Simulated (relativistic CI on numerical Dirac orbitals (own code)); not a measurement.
Hyperfine structure of Bi XLVIII, mass number 207

Computed by Dirac-Coulomb-Breit CI, orbitals from a KLI potential per configuration, QED by a radiative potential, unscaled Slater integrals (own radial code, finite nucleus).

CI space (outside the closed core [Ar] 3d10): 4s²4p⁶, 4s²4p⁵4d, 4s4p⁶4d, 4s²4p⁵4f, 4s4p⁶4f, 4p⁶4d4f, 4s²4p⁵5s, 4p⁶4d², 4p⁵4d³, 4p⁵4d²4f, 4p⁵4d²5s, 4p⁶4f², 4p⁵4d4f², 4p⁵4f³, 4p⁵4f²5s. Double excitations out of closed p, d and f shells are left out; levels of such configurations are missing from the list, as are those of other unlisted configurations, and high levels can miss mixing partners.

Nuclear spin I = 9/2, μ = 4.0729 μN, Q = -0.76 b (tables of Stone and Pyykkö). The electronic factors are computed for point nuclear moments, without core polarisation or the Bohr-Weisskopf and QED corrections.

```tsv
Level	E (Ry)	A (GHz)	B (GHz)
4s²4p⁵4d ³P°1	13.7286	55.03	-41.2
4s²4p⁵4d ³F°3	13.9392	61.94	119
4s²4p⁵4d ³D°2	14.0702	61.85	7.32
4s²4p⁵4d ³F°4	16.2491	41.04	115
4s²4p⁵4d ³D°3	16.9520	35.49	-51.3
4s²4p⁵4d ³F°2	26.3621	252.8	-32.1
4s²4p⁵4d ¹P°1	28.1901	-167.7	-9.95
4s²4p⁵4f ³D1	32.5032	-94.26	10.1
```

Levels with J = 0, under 50 % of one LS term, or S terms without an open s electron are left out. Small factors come from cancelling terms and can be off by tens of per cent or more.

At this charge energies of transitions that change n are usually good to better than 1 %, and those within a shell (Δn = 0) to a few per cent.

(1) Give the hyperfine levels of 4s²4p⁵4d ³F°2 relative to its centre of gravity.

## Answers

(1) With K = F(F + 1) − I(I + 1) − J(J + 1), E = AK/2 + B[¾K(K + 1) − I(I + 1)J(J + 1)]/[2I(2I − 1)J(2J − 1)]: F = 5/2: -2796, F = 7/2: -1897, F = 9/2: -749.1, F = 11/2: 641.4, F = 13/2: 2267 GHz.

LS names give the leading component of a level, which can be under half, so a name can repeat, a term be missing and a line seem to break the LS rules.
